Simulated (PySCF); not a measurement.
# Vertical excitation energies

Compound: C4H9BCl2Si.
SMILES: `C/C=C(/C[SiH3])B(Cl)Cl`

Theory: TDDFT CAM-B3LYP/def2-SVPD, vertical, gas phase, core orbitals frozen in the response in PySCF. The structure is a single GFN2-xTB conformer in the gas phase; no vibrational or solvent corrections. Torsions of this conformer, `[CH3:1]/[CH:2]=[C:3](/[CH2:4][SiH3:5])[B:6]([Cl:7])[Cl:8]`: C2–C3–C4–Si5 -89°, C2–C3–B6–Cl7 170°.

```tsv
state	E (eV)	E (hartree)	f	main configurations (H = HOMO, L = LUMO)
S1	4.77	0.1755	0.188	H→L (98%)
S2	5.48	0.2014	0.0048	H-1→L (87%), H-2→L (9%)
S3	5.76	0.2118	0.0008	H-2→L (83%), H-1→L (10%)
S4	6.63	0.2436	0.0012	H→L+1 (83%)
S5	6.71	0.2467	0.064	H-3→L (86%)
S6	6.88	0.2529	0.040	H-6→L (66%), H-7→L (12%)
S7	7.21	0.2651	0.029	H→L+2 (58%), H→L+6 (11%), H→L+4 (10%)
S8	7.26	0.2670	0.060	H-4→L (56%), H-6→L (14%), H-7→L (10%)
```

Triplets (Tamm–Dancoff): T1 3.04 eV, H→L (90%); T2 5.13 eV, H-1→L (71%), H-2→L (21%); T3 5.60 eV, H-2→L (69%), H-1→L (24%).

The lowest singlet lies at 4.77 eV (260 nm, ultraviolet) and is strong; its leading configuration is HOMO→LUMO (98%). The lowest level is also the most intense of those listed (f = 0.188). Löwdin shares by element: HOMO carbon 65% or more, silicon 9% (atoms not listed hold the other 27%); LUMO carbon 37% or more, boron 28%, chlorine 12% or more (atoms not listed hold the other 24%). The listed states span 2.49 eV, and the widest gap between neighbours is 0.86 eV (S3 to S4). The oscillator strengths of these states sum to 0.387; summed over the whole spectrum of an exact calculation they would give the number of electrons, 86 (Thomas–Reiche–Kuhn). Of the 8 states listed, 5 reach f = 0.01 and none stays under 0.0005. Singlets were solved by full linear response, triplets in the Tamm–Dancoff approximation.
